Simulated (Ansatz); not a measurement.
As₂S, relaxed as a triplet with UKS PBE0-D4/def2-TZVP in Ansatz, starting from the PBE0-D4/def2-TZVP geometry of the neutral singlet. Force threshold 0.02 eV/Å.

The relaxation made no stability test and no search for a lower SCF solution. The structure comes from a short search, and lower isomers may exist.

Start:

```xyz
3

As    0.885    0.303    0.884
As    0.325    0.137   -1.240
S    -1.210   -0.440    0.357
```

Task: Estimate the energy that the relaxation releases and the steps that it takes.

Result: 42.8 kJ/mol, in 3 steps; 13 s on 4 threads of Arm Neoverse N1 on a shared host. No frequencies were taken in this run, so the end may be a saddle point.

Task: Does the start keep its bonding and symmetry?

Result: By distances, no bond broke or formed. The bond that changes most is As1–As2, from 2.20 to 2.41 Å (atoms count from 1). Point group C2v at the start, C2v at the end, both within 0.05 Å.

Task: Predict the relaxed structure.

Result: 
```csv
atom,x (Å),y (Å),z (Å)
As1,0.866,0.295,1.000
As2,0.250,0.111,-1.327
S3,-1.117,-0.406,0.328
```
Bond lengths: 2 × As–S 2.21 Å; 1 × As–As 2.41 Å.
